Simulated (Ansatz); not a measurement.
Cu(SH)2 (CuH2S2), relaxed as a doublet with UKS PBE0-D4/def2-TZVP in Ansatz, starting from the GFN2-xTB geometry. Force threshold 0.02 eV/Å.

Start:

```tsv
atom	x (Å)	y (Å)	z (Å)
Cu1	0.0020	0.0022	0.0009
S2	-1.3542	1.6761	-0.0657
H3	-0.5761	2.5158	-0.7317
S4	1.3550	-1.6760	0.0675
H5	0.5733	-2.5180	0.7290
```

```
step  energy (eV)  largest force component (eV/Å)  SCF passes
   1  -66332.0033                           0.573          21
   2  -66332.0350                           0.241          26
   3  -66332.0390                           0.073          29
   4  -66332.0403                           0.003          29
```

Force components are those of the run's own axes.

End:

```xyz
5

Cu    0.002    0.002    0.005
S    -1.352    1.626   -0.045
H    -0.535    2.450   -0.728
S     1.354   -1.625    0.050
H     0.531   -2.454    0.719
```

By distances, no bond broke or formed. The bond that changes most is Cu1–S4, from 2.16 to 2.12 Å (atoms count from 1).

No frequencies were taken in this run, so the end may be a saddle point.

It took 11 s on 4 threads of Arm Neoverse V1 on a shared host.
